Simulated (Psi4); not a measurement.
C2H5S, doublet, at a GFN2-xTB geometry. Base run: Psi4 1.11 with PBE/def2-SVP.

Geometry (Å):
```xyz
8

C      0.0060     1.3181    -0.6073
S     -0.1711     0.1151     0.5837
C      0.2220    -1.3736    -0.3852
H      0.7106     1.1579    -1.3997
H     -0.2265     2.3163    -0.2970
H      0.1323    -2.2253     0.2806
H     -0.4835    -1.4594    -1.2060
H      1.2376    -1.2982    -0.7623
```
Charge 0, spin multiplicity 2.
Orbitals are unrestricted.
All else is at Psi4's defaults (density fitting).
Base energy -476.87761 Eh.

Each row names what was changed in the base input (with any setting that the change needs).

```tsv
change	ΔE vs base (µEh)	SCF cycles	grid points	basis functions
base	0.0	10	171810	71
diis_max_vecs = 15	0.0	10	171810	71
cholesky_tolerance = 1e-3 (with scf_type cd)	-1617	10	171810	71
dft_radial_points = 99	-0.2	10	225835	71
scf_type = disk_df	0.0	10	171810	71
puream = true	0.0	10	171810	71
df_basis_scf = cc-pvtz-jkfit	-12.0	10	171810	71
guess = huckel	0.0	10	171810	71
dft_spherical_points = 110	-37.0	10	62790	71
d_convergence = 1e-10	0.0	18	171810	71
df_basis_scf = def2-universal-jkfit	0.0	10	171810	71
df_basis_scf = cc-pvqz-jkfit	28.1	10	171810	71
dft_radial_scheme = multiexp	-0.3	10	180030	71
```

Open shells are given as the SCF converged; they aren't shown to be the lowest states, and a large step between rows can be another state.
